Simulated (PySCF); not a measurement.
An unknown is described by computed data only.

Formula: SF6.

| Item | Value |
| --- | --- |
| NMR, other nuclei | isotropic shieldings of nuclei other than C and H, by class: 79 (6 F), 293 (1 S) ppm [GIAO KT3/pcSseg-2] |
| UV, strongest line | among the 10 lowest singlet transitions: S7/S8/S9 at 10.09 eV (123 nm, f = 0.217 summed over these states) [TDDFT CAM-B3LYP/def2-SVPD] |
| Triplet | lowest triplet excitation (Tamm–Dancoff): 8.14 eV [TDA CAM-B3LYP/def2-SVPD] |
| Rotational structure | rotational constants A, B, C: 2.662, 2.661, 2.659 GHz [PBE0-D3(BJ)/def2-SVP] |
| Dipole | 0.00 D [CAM-B3LYP/def2-SVPD] |
| XPS | S2p3/2 180.1, F1s 694.9 (×6), S1s 2489.6 eV [ΔSCF SCAN, pcX-2 on the ionised atom, pcseg-1 elsewhere, spin-free X2C, 2p3/2 from a spin–orbit splitting computed afterwards within the 2p shell] |
| Valence photoelectron | vertical ionisation energy: 15.62 eV [ΔSCF CAM-B3LYP/def2-SVPD] |

The electronic properties come from PySCF, for the isolated species, density fitting. Levels stand in brackets. Isolated species at its PBE0-D3(BJ)/def2-SVP geometry, gas phase. NMR classes are plain means over equivalent atoms (diastereotopic ones count apart unless rotation or inversion swaps them), as if these changed places fast.

Question: What is the compound? Reason from the data.

Answer: Numbering: `[F:1][S:2]([F:3])([F:4])([F:5])([F:6])[F:7]`. The other shieldings belong to: 79 ppm, sulfur-bound fluorine [F1/F3/F4/F5/F6/F7]; 293 ppm, sulfur bonded to 6 F [S2]. The core levels belong to: S2p3/2 180.1 eV, sulfur bonded to 6 F [S2]; F1s 694.9 eV, sulfur-bound fluorine [F1/F3/F4/F5/F6/F7]; S1s 2489.6 eV, sulfur bonded to 6 F [S2]. The vanishing dipole is forced by symmetry. The optimised geometry has point group Oh and is a spherical top (the spread among constants that symmetry makes equal is optimisation noise). Structure: `FS(F)(F)(F)(F)F`. The assignments are read from this structure; whether some other isomer fits the data as well wasn't checked.
